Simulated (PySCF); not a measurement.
# Excitation energies in several basis sets

Compound: ClH6NSi2.
SMILES: `[SiH2]([SiH2]N)Cl`

TDDFT with PBE0 (PySCF), vertical singlets, core orbitals frozen in the response, spherical d and f functions. The structure is a single PBE0-D3(BJ)/def2-SVP conformer in the gas phase; no vibrational or solvent corrections.

| basis | functions | diffuse | S1 (eV) | S2 (eV) | S3 (eV) | S4 (eV) | S5 (eV) | LUMO (eV) | α (au) |
| --- | --- | --- | --- | --- | --- | --- | --- | --- | --- |
| 6-31G* | 80 | no | 5.43 | 6.21 | 6.58 | 6.79 | 7.11 | -0.60 | 62.1 |
| 6-31+G* | 96 | yes | 5.34 | 6.06 | 6.39 | 6.66 | 6.67 | -0.93 | 70.5 |
| def2-SVP | 98 | no | 5.61 | 6.36 | 6.65 | 6.90 | 7.39 | -0.39 | 65.5 |
| def2-SVPD | 143 | yes | 5.47 | 6.13 | 6.45 | 6.74 | 6.90 | -0.81 | 79.4 |
| aug-cc-pVDZ | 158 | yes | 5.35 | 6.02 | 6.29 | 6.54 | 6.67 | -0.91 | 80.7 |
| def2-TZVP | 178 | no | 5.46 | 6.12 | 6.46 | 6.76 | 7.06 | -0.73 | 73.8 |
| def2-TZVPD | 223 | yes | 5.37 | 6.01 | 6.32 | 6.66 | 6.74 | -0.91 | 80.6 |

Task: Compare the sets with the largest diffuse one.

Result: States are compared by their number. Against the largest diffuse basis here (def2-TZVPD, itself not a converged limit), sets without diffuse functions differ by up to 0.24 eV in S1 and 0.65 eV in S5; the smaller diffuse sets differ by up to 0.10 and 0.16 eV. State by state, the largest deviation of a set without diffuse functions is S1 0.24, S2 0.35, S3 0.33, S4 0.23, S5 0.65 eV. The same number needn't mean the same state in each row. Against def2-TZVPD the polarisability deviates by -23% in 6-31G*, -12% in 6-31+G*, -19% in def2-SVP, -1% in def2-SVPD, 0% in aug-cc-pVDZ, -8% in def2-TZVP. A single + in a Pople set puts diffuse functions on heavy atoms only.
